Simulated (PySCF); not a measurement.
**Magnetisability: `O[SiH2]O/C=C\Cl`, C2H5ClO2Si**

Cartesian coordinates in Å; atom numbers follow the order of the lines, from 1:
```xyz
11

O    -2.244   -0.358    0.821
Si   -1.652    0.456   -0.441
O    -0.140    0.938   -0.038
C     0.538    2.078   -0.159
C     1.815    2.214    0.179
Cl    2.748    0.913    0.809
H    -1.699   -0.938    1.347
H    -2.567    1.575   -0.596
H    -1.478   -0.380   -1.623
H    -0.001    2.932   -0.555
H     2.345    3.144    0.081
```

Level of theory: PySCF 2.14.0, GIAO PBE/pcSseg-1 magnetisability, rotational g tensor and spin-rotation constants, non-relativistic, gas phase. Geometry: GFN2-xTB, dihedral held. The dihedral O1–Si2–O3–C4 is held at 225°.

How diamagnetic is it, and how anisotropic?

Isotropic -1058 × 10⁻³⁰ J/T², or -63.7 × 10⁻⁶ cm³/mol; principal values -1127, -1047, -998 × 10⁻³⁰ J/T², anisotropy 113 × 10⁻³⁰ J/T² (root of half the summed squared differences of the principal values). The susceptibility is in cgs units.

Split it along the inertial axes a, b, c into diamagnetic and paramagnetic parts about the centre of mass, with the quadrupole moment.


| axis | χ (10⁻⁶ cm³/mol) | diamagnetic (10⁻⁶ cm³/mol) | paramagnetic (10⁻⁶ cm³/mol) | summed x² of all electrons (Å²) | quadrupole Θ (D Å) |
| --- | --- | --- | --- | --- | --- |
| a | -60.7 | -296.6 | 235.8 | 274.3 | -7.06 |
| b | -62.9 | -1243.2 | 1180.4 | 51.2 | +10.33 |
| c | -67.5 | -1381.0 | 1313.5 | 18.7 | -3.27 |

Anisotropies 2χaa − χbb − χcc = +9.0 and 2χbb − χaa − χcc = +2.5 × 10⁻⁶ cm³/mol. Θ is traceless in Buckingham's convention.

And the rotational g tensor?


| axis | rotational constant (GHz) | g | nuclear part | electronic part |
| --- | --- | --- | --- | --- |
| a | 5.9892 | -0.0640 | 0.5996 | -0.6636 |
| b | 0.9715 | -0.0141 | 0.5246 | -0.5387 |
| c | 0.8703 | -0.0074 | 0.5296 | -0.5371 |

Asymmetric top; isotopes 12C, 35Cl, 1H, 16O, 28Si; no vibrational averaging.
